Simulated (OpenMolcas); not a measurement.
**Dy3+: moving or changing the point charges**

Dy3+ among 4 point charges of -1.5 e arranged as a tetrahedron (Td), 2.59 Å from the ion.
```
   1.4953    1.4953    1.4953  -1.50
   1.4953   -1.4953   -1.4953  -1.50
  -1.4953    1.4953   -1.4953  -1.50
  -1.4953   -1.4953    1.4953  -1.50
```

```json
{
  "Program": "OpenMolcas 26.06",
  "Method": "CASSCF",
  "Basis": "ANO-RCC-VDZP [7s6p4d2f1g]",
  "Scalar Hamiltonian": "DKH2, point nucleus",
  "Active space": "9 electrons in 7 orbitals (4f)",
  "State averaging": "2S+1 = 6 odd, 21 roots; 2S+1 = 4 odd, 115 roots kept (CI in the orbitals of an earlier block, 108 in the spin-orbit step); 2S+1 = 2 odd, 82 roots kept (CI in the orbitals of an earlier block, 35 in the spin-orbit step)",
  "Spin-orbit coupling": "state interaction with AMFI integrals over the reference wave functions"
}
```

Runs around this geometry, states (labels of Td). Energies in cm-1 above the lowest state or level, χT in cm3 K/mol; under a threefold ground state the first gap can be a small split of the lowest multiplet, not the spin-orbit step.

```tsv
R (Å)	Ground state	First state of that spin	First gap with spin-orbit (degeneracies)	Width of lowest J	χT at 300 K
2.59	6T2	6E 10.8	18.1 (4, 4)	84	14.053
2.88	6T2	6E 6.3	10.7 (4, 4)	49	14.059
3.01	6T2	6E 5.1	8.6 (4, 4)	40	14.060
```

Taking the width of the lowest J multiplet as R^-n, n = -ln(40 / 84) / ln(3.01 / 2.59) = 4.9 between the shortest and longest distance.

High states are left out of the spin-orbit mixing, which shifts the levels that they would mix with. Point charges carry no covalency, so the field is a model and not that of real ligands. A group larger than the point group allows holds several states that coincide in this model. No measured value stands beside these numbers.
